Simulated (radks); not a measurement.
Problem. Hg60+, configuration [Ar] 3d1 4p1 (not the ground configuration). Method: scalar-relativistic Kohn-Sham, r2SCAN, spin-polarised, spherical densities, finite nucleus; open shells are filled with parallel spins first (spin-orbit coupling, left out, can overturn this in heavy ions); meta-GGA in the generalised Kohn-Sham scheme; Fermi nuclear charge, rms radius 5.4648 fm; computed with a radial shooting solver on a logarithmic mesh with Libxc functionals. Some entries of the table are withheld. Estimate them.

orbital  occ.  eigenvalue (eV)  <r> (bohr)
1s up       1        -87768.57     0.01659
1s down     1        -87766.21     0.01659
2s up       1        -19200.25     0.06940
2s down     1        -19190.67     0.06937
2p up       3        -17187.11     0.06270
2p down     3        -17178.39     0.06267
3s up       1        -7395.588      0.1703
3s down     1        -7384.283      0.1705
3p up       3              (1)      0.1692
3p down     3              (2)      0.1693
3d up       1              (3)         (4)
3d down     0              (5)         (6)
4p up       1        -3590.828      0.3294
4p down     0        -3552.630      0.3291

Solution. 
(1) 3p up eigenvalue (eV): -6802.531
(2) 3p down eigenvalue (eV): -6790.213
(3) 3d up eigenvalue (eV): -6284.606
(4) 3d up <r> (bohr): 0.1504
(5) 3d down eigenvalue (eV): -6268.597
(6) 3d down <r> (bohr): 0.1504
